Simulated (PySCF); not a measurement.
**Heteronuclear NMR**

Geometry (Å), atoms numbered from 1 in this order:
```xyz
19

O    -2.237   -1.537   -0.282
Si   -0.849   -1.325    0.535
C     0.272   -0.005   -0.267
C    -0.137    0.957   -1.086
C    -1.553    1.166   -1.520
F    -1.665    2.292   -2.264
F    -2.401    1.341   -0.460
C     1.736   -0.091    0.066
C     1.999    0.056    1.560
F     1.633   -1.086    2.233
H    -2.971   -0.936   -0.185
H    -0.213   -2.619    0.338
H    -1.114   -0.916    1.911
H     0.549    1.680   -1.513
H    -1.957    0.332   -2.117
H     2.115   -1.065   -0.249
H     2.297    0.687   -0.456
H     3.066    0.202    1.759
H     1.420    0.877    1.992
```

- shielding tensors at PBE0/pcSseg-1 (GIAO)
- geometry: GFN2-xTB
- run in PySCF 2.14.0 with density-fitted response routines
- relativity neglected, single conformer, in vacuum, fast rotation and ring inversion assumed for equivalent nuclei

(1) Predict the 19F NMR data.

(2) Where does 29Si resonate?

(3) Where does 17O resonate?

## Answers

(1) 
```csv
atoms,environment,σ (ppm),δ (ppm)
F6/F7,fluorine of a CF2 group,304.8,-114.4
F10,fluorine on an sp3 carbon,410.5,-209.8
```

Shieldings were converted by a linear fit to measured shifts: 19F (scatter 6.0 ppm rms, 7.0 ppm with the 5 outliers that the fit left out vs CFCl3, solution or neat liquid, with a term for F on sp3 carbon). Occasional misses reach two or three times the rms, and more in compound classes unlike the fitted ones.

On a 300 MHz spectrometer 19F resonates near 282.3 MHz, so 1 ppm is 282.3 Hz.

(2) 
```
atoms                  environment  σ (ppm)  δ (ppm)
  Si2  silicon bonded to C, O, 2 H    377.2    -30.1
```

Shieldings were converted by a linear fit to measured shifts: 29Si (scatter 8.9 ppm rms, 25.8 ppm with the 6 outliers that the fit left out vs TMS, solution or neat liquid). A few per cent of atoms miss by over 2 rms, more outside the fitted compound classes.

On a 600 MHz spectrometer 29Si resonates near 119.2 MHz, so 1 ppm is 119.2 Hz.

(3) 
```json
{"atoms": "O1", "environment": "oxygen bonded to Si, H", "σ (ppm)": "310.8", "δ (ppm)": "-16.4"}
```

Shieldings were converted by a linear fit to measured shifts: 17O (scatter 10.7 ppm rms, 12.2 ppm with the 3 outliers that the fit left out vs liquid water, solution or neat liquid). A few per cent of atoms miss by over 2 rms, more outside the fitted compound classes.

On a 300 MHz spectrometer 17O resonates near 40.7 MHz, so 1 ppm is 40.7 Hz.
